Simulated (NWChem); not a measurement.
Molecule: Si2NH7O; SMILES N[SiH2]O[SiH3]

```xyz
11

Si     0.1803     1.9454    -0.1000
O     -0.3260     0.4458     0.3558
Si    -0.5298    -1.1739     0.0593
N      0.8798    -2.1598     0.1566
H      0.0597     2.1313    -1.5735
H     -0.6511     2.9704     0.5814
H      1.6039     2.1558     0.2812
H     -1.4757    -1.6570     1.0902
H     -1.0521    -1.3341    -1.3214
H      1.3256    -2.3405     1.0482
H      1.5573    -2.1696    -0.5963
```
Atoms are numbered in this order, from 1.

Program: NWChem. Pople sets run with spherical d functions. Geometry: optimised at B3LYP/6-31G* (spherical d). Level: B3LYP/6-31G* with SMD (1 M gas to 1 M solution), gas-phase geometry. Reactions with the solvent are ignored.

Q: Estimate the computed values for solvent toluene. Quantities: solvation free energy (kcal/mol); cavity-dispersion-structure term (kcal/mol); dipole in solution (D).

A: The solvation free energy (kcal/mol) is -2.1 and the cavity-dispersion-structure term (kcal/mol) is 0.2. The dipole in solution (D) is 1.82.
